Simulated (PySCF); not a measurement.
**Polarisability and C₆ of Zr⁺ (zirconium, charge +1)**

[Kr] 4d2 5s1, high-spin 4F determinant. Computed with PySCF 2.14 in aug-cc-pwCVTZ-PP with ECP28MDF (8s8p7d4f3g, 122 functions), with a scalar-relativistic core potential. Coupled (time-dependent) response in atomic units; α is the mean over directions.

| method | mean α (bohr³) | C₆ (like pair) | S(−4) |
| --- | --- | --- | --- |
| PBE0 | 60.64 | 520.9 | 2328 |

S(−4) is the Cauchy moment in α(ω) = α(0) + S(−4) ω² + …

Spin-orbit coupling is absent.

α(iu) at PBE0:

| u (hartree) | α(iu) (bohr³) |
| --- | --- |
| 0 | 60.64 |
| 0.0500 | 55.41 |
| 0.100 | 44.56 |
| 0.200 | 26.91 |
| 0.300 | 17.86 |
| 0.500 | 10.24 |
| 0.750 | 6.524 |
| 1.00 | 4.669 |
| 1.50 | 2.784 |
| 2.00 | 1.843 |
| 3.00 | 0.9627 |
| 5.00 | 0.3884 |

A single London oscillator, α(iu) = α/(1 + u²/ω²), gives C₆ = (3/4) ω α². Matching the computed C₆ needs ω = 4 × 520.9 / (3 × 60.64²) = 0.189 hartree.

For an ion, C₆ is the dispersion term alone; charge-induced terms of lower order in 1/R come first.

Energies and moments cover only the electrons outside the core potential.
